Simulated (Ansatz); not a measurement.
Basis-set series for C2H4AlNO, SMILES `[CH3][AlH][N]=C=O`. The species carries charge 0 and has multiplicity 1. The geometry is a stationary point of PBE0-D4/def2-TZVP. It is one conformer, not always the lowest.

| atom | x (Å) | y (Å) | z (Å) |
| --- | --- | --- | --- |
| C1 | 0.902 | -1.421 | 0.028 |
| Al2 | 0.572 | 0.445 | 0.434 |
| N3 | -0.947 | 1.167 | -0.138 |
| C4 | -1.964 | 1.671 | -0.513 |
| O5 | -2.958 | 2.160 | -0.880 |
| H6 | 1.902 | -1.744 | 0.324 |
| H7 | 0.178 | -2.060 | 0.545 |
| H8 | 0.781 | -1.617 | -1.042 |
| H9 | 1.534 | 1.400 | 1.243 |

```
functional       basis  functions  energy (Eh)  HOMO (eV)  LUMO (eV)
   PBE0-D4    def2-SVP         94   -450.50580      -7.97      -1.20
   PBE0-D4  def2-TZVPP        222   -450.82992      -8.07      -1.28
   ωB97M-V    def2-SVP         94   -450.75888     -10.13       0.51
   ωB97M-V  def2-TZVPP        222   -451.09113     -10.26       0.34
```

Problem. Give the rows for def2-QZVPP. (Estimate.)

Solution. Ansatz gave: 
| functional | basis | functions | energy (Eh) | HOMO (eV) | LUMO (eV) |
| --- | --- | --- | --- | --- | --- |
| PBE0-D4 | def2-QZVPP | 418 | -450.84867 | -8.09 | -1.32 |
| ωB97M-V | def2-QZVPP | 418 | -451.10876 | -10.28 | 0.15 |

Positive LUMOs are unbound and depend on the basis.
